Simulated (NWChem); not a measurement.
C2H4BNO2; SMILES C1N=COB1O

```xyz
10

O      0.1122     2.0968     0.0000
B      0.0721     0.7534     0.0000
C      1.2258    -0.3222     0.0000
N      0.4823    -1.5876     0.0000
C     -0.7451    -1.2859     0.0000
O     -1.1211     0.0340     0.0000
H     -0.7644     2.4981     0.0000
H      1.8942    -0.2744     0.8767
H      1.8942    -0.2744    -0.8767
H     -1.5736    -2.0010     0.0000
```
Atoms are numbered in this order, from 1.

Computed with NWChem. Medium grid unless said otherwise, to which SCAN and Minnesota functionals are sensitive. The geometry was optimised at PBE0/def2-SVP. Total energies of different functionals are on different scales.

```json
[
 {"level": "PBE/def2-SVP", "energy (Ha)": "-308.1724", "highest occupied level (eV)": "-5.91", "orbital gap (eV)": "5.07", "dipole (D)": "2.07"},
 {"level": "B3LYP/def2-SVP", "energy (Ha)": "-308.5317", "highest occupied level (eV)": "-7.24", "orbital gap (eV)": "7.23", "dipole (D)": "2.05"},
 {"level": "LDA (Slater exchange, VWN5)/def2-SVP", "energy (Ha)": "-306.0457", "highest occupied level (eV)": "-6.01", "orbital gap (eV)": "4.95", "dipole (D)": "2.07"},
 {"level": "PW6B95/def2-SVP", "energy (Ha)": "-308.8997", "highest occupied level (eV)": "?", "orbital gap (eV)": "?", "dipole (D)": "2.03"},
 {"level": "r2SCAN/def2-SVP", "energy (Ha)": "-308.3613", "highest occupied level (eV)": "-6.31", "orbital gap (eV)": "5.68", "dipole (D)": "2.10"},
 {"level": "BLYP/def2-SVP", "energy (Ha)": "-308.4411", "highest occupied level (eV)": "-5.75", "orbital gap (eV)": "5.08", "dipole (D)": "2.05"}
]
```

Q: Some entries are withheld; supply them.

A: 
- PW6B95/def2-SVP, highest occupied level (eV): -7.67
- PW6B95/def2-SVP, orbital gap (eV): 7.93
